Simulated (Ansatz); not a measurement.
Geometry optimisation, Ansatz, RKS PBE/def2-SVP.

Input file:

```yaml
crystal:
  periodic: [false, false, false]
  atoms:
    - { symbol: W, position_ang: [0.0, 0.0, 0.0] }
    - { symbol: Cl, position_ang: [0.0, 0.0, 2.74] }
    - { symbol: F, position_ang: [1.85, 0.0, 0.0] }
    - { symbol: Cl, position_ang: [0.0, 2.39, 0.0] }
    - { symbol: F, position_ang: [-1.85, 0.0, 0.0] }
    - { symbol: F, position_ang: [0.0, -1.85, 0.0] }
    - { symbol: F, position_ang: [0.0, 0.0, -1.85] }
    - { symbol: O, position_ang: [1.4721, 1.5335, 0.7063] }
    - { symbol: H, position_ang: [2.2027, 1.0805, 1.2365] }
    - { symbol: H, position_ang: [1.039, 1.0824, 1.9242] }
basis:
  gaussian: { orbitals: def2-SVP }
hamiltonian:
  xc: pbe
relax:
  f_tol: 0.15
  max_steps: 25
  restrain:
    - { distance: [0, 7], at: 1.94, k: 30.0 }
    - { distance: [9, 1], at: 1.37, k: 30.0 }
    - { distance: [0, 1], at: 3.59, k: 30.0 }
    - { distance: [9, 7], at: 2.21, k: 30.0 }
```

Run as:

```bash
$ ansatz run input.yaml --threads 4 --pin off --max-ram 5120MiB --backend cpu --events-out ev --progress --plain --runs-dir out
```

Problem. Where does it end, and by what steps?

Solution. The run converged. The restraints hold the end off the free minimum; the threshold counts their pulls, which the force column leaves out. Restrained pairs: W1–O8 (2.24 → 1.92 Å), Cl2–H10 (1.71 → 1.34 Å), W1–Cl2 (2.74 → 3.61 Å), O8–H10 (1.37 → 2.21 Å). After 14 steps the energy has fallen by 8.280 eV (the restraints' own energy left out); Cl4 moved furthest, 1.33 Å. The start is strongly strained (largest force component 10 eV/Å), so its close contacts needn't be bonds.

```
step  energy less start (eV)  largest force component (eV/Å)  accepted
   0                  0.0000                          10.476       yes
   1                 -1.2873                           7.686       yes
   2                 -2.5061                           6.431       yes
   3                 -4.6973                           3.624       yes
   4                 -6.0465                           2.114       yes
   5                 -6.8676                           1.213       yes
   6                 -7.2107                           1.228       yes
   7                 -7.5059                           1.087       yes
   8                 -7.7532                           0.961       yes
   9                 -7.9534                           0.940       yes
  10                 -8.1116                           1.003       yes
  11                 -8.2288                           0.991       yes
  12                 -8.2693                           1.001       yes
  13                 -8.2788                           0.867       yes
  14                 -8.2805                           0.883       yes
```

```xyz
10
Properties=species:S:1:pos:R:3
W 0.297 0.344 -0.298
Cl -0.242 -0.471 3.176
F 1.925 0.060 -1.196
Cl 0.027 2.405 -1.328
F -1.309 0.604 0.603
F 0.395 -1.397 0.374
F -0.518 -0.413 -1.802
O 1.381 1.105 1.085
H 2.330 1.323 1.114
H 0.426 0.676 3.030
```

Time of the run: 57 s on 4 threads of Arm Neoverse V1, with other jobs on the host, peak memory 0.25 GiB.
